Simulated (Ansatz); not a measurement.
Reaction (cleavage of the Ge–Ga bond): `C=[CH][GaH][GeH3]` + `[CH3][Al]([OH])[F]` → `[CH3][Al]([F])[O][GeH3]` + `C=[CH][GaH2]`

Isolated molecules relaxed with PBE0-D4/def2-TZVP in Ansatz; ΔE leaves out vibrations. CBS: MP2 limit from def2 TZ/QZ plus the TZ coupled-cluster correction, frozen cores. Functionals use def2-TZVPP. For Ga, Ge outer-core shells are correlated without core-valence functions, which leaves a few kJ/mol of doubt a bond. Scalar relativity is left out up to krypton. Each species was taken in one conformer, which may not be the lowest.

CCSD(T)/CBS gives +10.5 kJ/mol.

**Question.** Another level gave +2.6 kJ/mol. Which?
A. PBE-D4/def2-TZVPP
B. HF/def2-TZVPP
C. B2PLYP/def2-TZVPP
D. r2SCAN/def2-TZVPP

**Answer.** C. B2PLYP 2.6, HF/def2-TZVPP -20.8, r2SCAN 9.5, PBE-D4 22.4 kJ/mol.

Largest T1 diagnostic among the species: 0.013.

From PBE to PBE0 (25 % exact exchange), in def2-TZVPP and without D4, ΔE moves by −4.8 kJ/mol. In def2-TZVPP, CCSD(T) changes the Hartree–Fock value by +25.5 kJ/mol (the triples alone add +2.0 kJ/mol) and MP2 by +24.4 kJ/mol.
